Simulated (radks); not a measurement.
Values are calculated unless marked as measured or tabulated.
Q: Pb XIII, 70 electrons, occupied as [Xe] 4f14 5d2 (the NIST ground configuration). Code: a radial shooting solver on a logarithmic mesh with Libxc functionals. Model: Dirac Kohn-Sham, relativistic LDA (MacDonald-Vosko exchange, VWN5 correlation), spin-unpolarised, spherical densities, finite nucleus; open shells fill j = l - 1/2 first; Fermi nuclear charge, rms radius 5.5012 fm. Some entries of the table are withheld. Estimate them.

orbital  occ.  eigenvalue (eV)  <1/r> (bohr^-1)
1s1/2       2        -87495.94              (1)
2s1/2       2        -15838.34            24.92
2p1/2       2              (2)            24.88
2p3/2       4              (3)            19.91
3s1/2       2        -3969.817            9.150
3p1/2       2        -3694.981            9.068
3p3/2       4        -3212.532            7.763
3d3/2       4        -2756.146            7.670
3d5/2       6        -2652.774            7.378
4s1/2       2        -1064.915            3.896
4p1/2       2              (4)            3.790
4p3/2       4              (5)            3.335
4d3/2       4        -630.0125            3.145
4d5/2       6        -607.6419            3.043
4f5/2       6        -351.6459            2.719
5s1/2       2        -349.1797              (6)
4f7/2       8        -346.5143            2.681
5p1/2       2              (7)              (8)
5p3/2       4              (9)             (10)
5d3/2       2        -214.3640            1.257
5d5/2       0        -210.1944            1.228

A: 
(1) 1s1/2 <1/r> (bohr^-1): 100.7
(2) 2p1/2 eigenvalue (eV): -15236.57
(3) 2p3/2 eigenvalue (eV): -13077.88
(4) 4p1/2 eigenvalue (eV): -945.2537
(5) 4p3/2 eigenvalue (eV): -826.4724
(6) 5s1/2 <1/r> (bohr^-1): 1.686
(7) 5p1/2 eigenvalue (eV): -305.9180
(8) 5p1/2 <1/r> (bohr^-1): 1.587
(9) 5p3/2 eigenvalue (eV): -279.9665
(10) 5p3/2 <1/r> (bohr^-1): 1.439
